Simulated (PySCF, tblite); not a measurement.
Isomers of C6H6F2. All values are computed: GFN2-xTB (tblite) harmonic vibrations without scaling, gas phase. The method is semi-empirical: single wavenumbers can be off by several per cent or more. One conformer each.

Electronic energies: PBE0/pcSseg-1 single points on the GFN2-xTB geometries (PySCF, gas phase).

| SMILES | electronic energy, lowest = 0 (kJ/mol) |
| --- | --- |
| C=C[C@]1(F)C=C(F)C1 | 115.9 |
| C=C/C(F)=C\C=C/F | 74.2 |
| C=C[C@@H]1C=C(F)[C@H]1F | 134.0 |
| CC1=CC=CC1(F)F | 0.0 |
| C[C@H]1C(F)=C/C1=C/F | 115.3 |
| C=C/C(F)=C/C=C\F | 64.3 |

Question: How do GFN2-xTB zero-point energies change the relative energies?

Answer: 
```tsv
SMILES	ZPE (kJ/mol)	of it from modes above 1550 cm⁻¹	electronic (kJ/mol)	with ZPE, lowest = 0 (kJ/mol)	lowest mode (cm⁻¹)	rings
CC1=CC=CC1(F)F	267.5	130.5	0.0	0.0	110	1
C=C/C(F)=C/C=C\F	262.8	141.0	64.3	59.6	71	0
C=C/C(F)=C\C=C/F	262.8	141.0	74.2	69.5	55	0
C[C@H]1C(F)=C/C1=C/F	268.0	130.3	115.3	115.8	89	1
C=C[C@]1(F)C=C(F)C1	265.9	131.4	115.9	114.3	66	1
C=C[C@@H]1C=C(F)[C@H]1F	266.8	130.6	134.0	133.3	60	1
```

The zero-point energies span 5.2 kJ/mol, from `C=C/C(F)=C\C=C/F` to `C[C@H]1C(F)=C/C1=C/F`. The lowest isomer stays, but the order above it changes.

Question: And how do the electronic energies of GFN2-xTB itself compare?

Answer: `CC1=CC=CC1(F)F` 0.0; `C=C/C(F)=C/C=C\F` 95.0; `C=C/C(F)=C\C=C/F` 98.6; `C[C@H]1C(F)=C/C1=C/F` 89.1; `C=C[C@]1(F)C=C(F)C1` 115.3; `C=C[C@@H]1C=C(F)[C@H]1F` 124.1 kJ/mol, lowest = 0. Against the energies above, taken from the same isomer `CC1=CC=CC1(F)F`, the largest difference is 30.7 kJ/mol.

Question: What do entropy and thermal enthalpy add at 298.15 K and 1 bar (rigid rotor, harmonic oscillator, one conformer each)?

Answer: 
```tsv
SMILES	point group	symmetry number	S (J/(mol K))	H − H(0) (kJ/mol)	ZPE + H − H(0) − TS (kJ/mol)
CC1=CC=CC1(F)F	Cs	1	355.2	22.30	183.9
C=C/C(F)=C/C=C\F	Cs	1	378.7	24.53	174.4
C=C/C(F)=C\C=C/F	Cs	1	379.6	24.54	174.1
C[C@H]1C(F)=C/C1=C/F	C1	1	364.9	23.22	182.5
C=C[C@]1(F)C=C(F)C1	C1	1	360.9	22.54	180.8
C=C[C@@H]1C=C(F)[C@H]1F	C1	1	365.2	22.72	180.6
```
